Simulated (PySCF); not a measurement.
**Dipole response of Fe (iron, neutral)**

[Ar] 3d6 4s2, high-spin 5D determinant. Calculation: PySCF 2.14, in aug-cc-pVTZ-DK (8s7p5d3f2g, 93 functions); the spin-free X2C one-electron Hamiltonian (Gaussian nucleus). Coupled (time-dependent) response in atomic units; α is the mean over directions.

| method | mean α (bohr³) | α xx, yy, zz | C₆ (like pair) | S(−4) |
| --- | --- | --- | --- | --- |
| TPSS | 64.95 | 63.93, 63.93, 67.00 | 590.3 | 2453 |

S(−4) is the Cauchy moment in α(ω) = α(0) + S(−4) ω² + …

Reference α: 62 ± 4 bohr³ (recommended; Schwerdtfeger and Nagle, table of static dipole polarizabilities (2023 update)). Published C₆: 482.0 (Chu and Dalgarno (2004); Tang, Norbeck and Certain (1976)).

α(iu) at TPSS:

```tsv
u (hartree)	α(iu) (bohr³)
0	64.95
0.0500	59.53
0.100	48.46
0.200	29.44
0.300	18.83
0.500	9.777
0.750	5.733
1.00	3.944
1.50	2.324
2.00	1.583
3.00	0.8995
5.00	0.4174
```

A single London oscillator, α(iu) = α/(1 + u²/ω²), gives C₆ = (3/4) ω α². Matching the computed C₆ needs ω = 4 × 590.3 / (3 × 64.95²) = 0.187 hartree.

The components differ because the open shell of this determinant is not spherical; for a pure term their mean is the scalar polarisability.
